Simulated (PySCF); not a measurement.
Isomers of C2H8O3Si2. The calculation used TDDFT B3LYP/def2-SVPD, vertical, gas phase, core orbitals frozen in the response (PySCF). Geometries: GFN2-xTB; one conformer of each isolated species. Triplets are in the Tamm–Dancoff approximation.

A. `C=CO[Si@H](O)O[SiH3]`
B. `O=C(CO[SiH3])[SiH2]O`
C. `C([SiH2][SiH2]O)OC=O`
D. `O=C[SiH2]OCO[SiH3]`

Lowest singlet levels (six at most, fewer where fewer were computed) with oscillator strengths:

1. 218 nm (f 0.007); 201 nm (f 0.022); 194 nm (f 0.000); 191 nm (f 0.001); 182 nm (f 0.002); 181 nm (f 0.013); T1 5.30 eV
2. 346 nm (f 0.001); 249 nm (f 0.010); 228 nm (f 0.002); 214 nm (f 0.000); 200 nm (f 0.008); 194 nm (f 0.022); T1 3.02 eV
3. 208 nm (f 0.013); 191 nm (f 0.013); 187 nm (f 0.046); 176 nm (f 0.013); 175 nm (f 0.197); 169 nm (f 0.003); T1 4.46 eV
4. 387 nm (f 0.001); 217 nm (f 0.018); 214 nm (f 0.005); 202 nm (f 0.002); 200 nm (f 0.004); 196 nm (f 0.006); T1 2.52 eV

Question: Which spectrum belongs to which structure?

Answer: 1 = C, 2 = B, 3 = A, 4 = D.
- A: S1 at 5.97 eV, HOMO→LUMO (98%); Löwdin shares by element: HOMO carbon 66%, oxygen 22% or more; LUMO silicon 36%, oxygen 17% or more, hydrogen 10% or more (atoms not listed hold the other 37%); HOMO -6.86 and LUMO -0.28 eV.
- B: S1 at 3.58 eV, HOMO→LUMO (96%); Löwdin shares by element: HOMO oxygen 34% or more, carbon 22%, silicon 9% or more (atoms not listed hold the other 35%); LUMO carbon 46%, oxygen 32% or more, silicon 10% or more; HOMO -7.05 and LUMO -1.93 eV.
- C: S1 at 5.69 eV, HOMO→LUMO (70%), HOMO→LUMO+1 (12%); Löwdin shares by element: HOMO silicon 44%, oxygen 17% or more, hydrogen 12% or more (atoms not listed hold the other 27%); LUMO oxygen 26% or more, carbon 22% or more, silicon 14% or more (atoms not listed hold the other 37%); HOMO -7.70 and LUMO -0.83 eV.
- D: S1 at 3.21 eV, HOMO→LUMO (99%); Löwdin shares by element: HOMO oxygen 53% or more, carbon 21% or more, silicon 10% or more, hydrogen 10% or more; LUMO carbon 42% or more, oxygen 34% or more, silicon 12% or more, hydrogen 6% or more; HOMO -6.91 and LUMO -1.94 eV.
